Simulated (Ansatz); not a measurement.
Stepwise reaction of `C[SiH](C)[SiH2]F` with hydrogen chloride, as a gas-phase model of exchange steps in deposition or etching. ΔE in kJ/mol; ΔG adds harmonic PBE0-D4 terms to CCSD(T)/CBS, at 1 bar.

Gas-phase electronic energies from Ansatz, PBE0-D4/def2-TZVP geometries. CCSD(T)/CBS is the MP2 limit (def2-TZVPP, def2-QZVPP) plus CCSD(T) − MP2 in def2-TZVPP, frozen cores. This one scheme is used for every species. Functionals use def2-TZVPP. B3LYP here is the variant with VWN-RPA as its local correlation; programs differ in this. Each species was taken in one conformer, which may not be the lowest.

```csv
step,reaction,PBE-D4,B3LYP-D4,ωB97M-V,CCSD(T)/CBS,ΔG(600 K)
1,`C[SiH](C)[SiH2]F` + HCl → `C[SiH](Cl)[SiH2]F` + CH₄,-104.4,-109.6,-107.6,-107.0,-95.1
2,`C[SiH](Cl)[SiH2]F` + HCl → `F[SiH2][SiH](Cl)Cl` + CH₄,-94.4,-98.2,-95.8,-95.0,-83.0
```

Task: By hand: ΔE of the 2 steps together at CCSD(T)/CBS.

Result: (-107.0) + (-95.0) = -202.0 kJ/mol, or -101.0 kJ/mol a step.

In ΔE each step is higher than the one before. All are downhill at CCSD(T)/CBS. ΔG lies between -95.1 and -83.0 kJ/mol a step. PBE-D4 differs from CCSD(T)/CBS by 0.6 to 2.6 kJ/mol a step. Only this route is followed, and other bonds may react first. Isolated molecules leave out the surface, adducts and barriers. Largest T1 diagnostic: 0.011.
